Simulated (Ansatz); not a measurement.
Geometry optimisation, Ansatz, RKS PBE/def2-SVP.

input.yaml

```yaml
crystal:
  periodic: [false, false, false]
  atoms:
    - { symbol: W, position_ang: [0.384079, 0.381595, -0.354834] }
    - { symbol: F, position_ang: [-0.336139, -0.287811, 2.564382] }
    - { symbol: Cl, position_ang: [2.447241, 0.189421, -1.441931] }
    - { symbol: Cl, position_ang: [0.17466, 2.46693, -1.403717] }
    - { symbol: Cl, position_ang: [-1.754968, 0.673134, 0.447719] }
    - { symbol: Cl, position_ang: [0.693836, -1.734998, 0.492334] }
    - { symbol: Cl, position_ang: [-0.582316, -0.591892, -2.251221] }
    - { symbol: Br, position_ang: [1.638573, 1.597545, 1.50602] }
    - { symbol: H, position_ang: [0.082133, 0.167777, 3.26135] }
basis:
  gaussian: { orbitals: def2-SVP }
hamiltonian:
  xc: pbe
relax:
  f_tol: 0.03
  max_steps: 50
```

Run as:

```bash
$ ansatz run input.yaml --threads 4 --pin off --max-ram 5120MiB --backend cpu --events-out ev --progress --plain --runs-dir out
```

Task: Where does it end, and by what steps?

Result: It converged. The force dipped under the threshold on the way, but the program's further checks kept it going. After 11 steps the energy has fallen by 0.442 eV; F2 moved furthest, 0.76 Å.

| step | energy less start (eV) | largest force component (eV/Å) | accepted |
| --- | --- | --- | --- |
| 0 | 0.0000 | 0.669 | yes |
| 1 | -0.2063 | 1.085 | yes |
| 2 | -0.3281 | 0.990 | yes |
| 3 | -0.3650 | 1.455 | yes |
| 4 | -0.4176 | 1.112 | yes |
| 5 | -0.4382 | 0.065 | yes |
| 6 | -0.4383 | 0.064 | yes |
| 7 | -0.4192 | 1.033 | no |
| 8 | -0.4416 | 0.045 | yes |
| 9 | -0.4418 | 0.010 | yes |
| 10 | -0.4407 | 0.121 | no |
| 11 | -0.4420 | 0.008 | yes |

```xyz
9
Properties=species:S:1:pos:R:3
W 0.408 0.414 -0.530
F -0.469 -0.422 3.298
Cl 2.514 0.186 -1.487
Cl 0.231 2.513 -1.511
Cl -1.672 0.689 0.436
Cl 0.634 -1.662 0.457
Cl -0.565 -0.558 -2.395
Br 1.482 1.488 1.486
H 0.183 0.215 3.067
```

Time of the run: 120 s on 4 threads of AMD EPYC 7571 (shared host), peak memory 0.36 GiB.
